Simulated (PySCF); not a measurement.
C₂H₁₁NSi₃, SMILES [SiH2]1CC[SiH2]N1[SiH3]. Atoms are numbered in the order given.

```xyz
17

Si     2.2992     0.4239    -0.3526
N      0.5984     0.1211    -0.1010
Si    -0.6316     1.3657     0.0939
C     -2.1969     0.3099     0.0010
C     -1.8480    -1.0696     0.5916
Si    -0.0917    -1.4944     0.0335
H      2.4775     1.6560    -1.1807
H      2.9011    -0.7466    -1.0623
H      3.0415     0.6206     0.9323
H     -0.5359     2.3983    -0.9838
H     -0.5053     2.0757     1.4083
H     -3.0591     0.7766     0.5041
H     -2.4680     0.2138    -1.0647
H     -1.8421    -1.0233     1.6946
H     -2.5819    -1.8438     0.3147
H      0.6512    -2.3373     1.0221
H     -0.0602    -2.2125    -1.2810
```
Charge 0, spin multiplicity 1.

Geometry: PBE0-D3(BJ)/def2-SVP. This is a generated structure with no PubChem entry under its InChIKey; it may be hypothetical. One conformer was computed; it need not be the lowest.

Method: B3LYP/pcSseg-1 run with PySCF.

GIAO shieldings, no solvent; atoms listed in one row are averaged. δ = σ(ref) − σ: ²⁹Si against TMS (σ = 338.7 ppm); ¹⁵N against NH3 (σ = 265.5 ppm); ¹³C against TMS (σ = 181.3 ppm); ¹H against TMS (σ = 31.68 ppm), references at their B3LYP-D3(BJ)/def2-TZVP geometries, non-relativistic.

| nucleus | atoms | count | δ (ppm) |
|---|---|---|---|
| ²⁹Si | Si3, Si6 | 2 | -12.4 |
| ²⁹Si | Si1 | 1 | -57.0 |
| ¹⁵N | N2 | 1 | 6.2 |
| ¹³C | C4, C5 | 2 | 11.6 |
| ¹H | H10 | 1 | 5.12 |
| ¹H | H16 | 1 | 5.08 |
| ¹H | H11 | 1 | 5.00 |
| ¹H | H7, H8, H9 | 3 | 4.99 |
| ¹H | H17 | 1 | 4.98 |
| ¹H | H15 | 1 | 1.46 |
| ¹H | H12 | 1 | 1.44 |
| ¹H | H13 | 1 | 1.30 |
| ¹H | H14 | 1 | 1.28 |
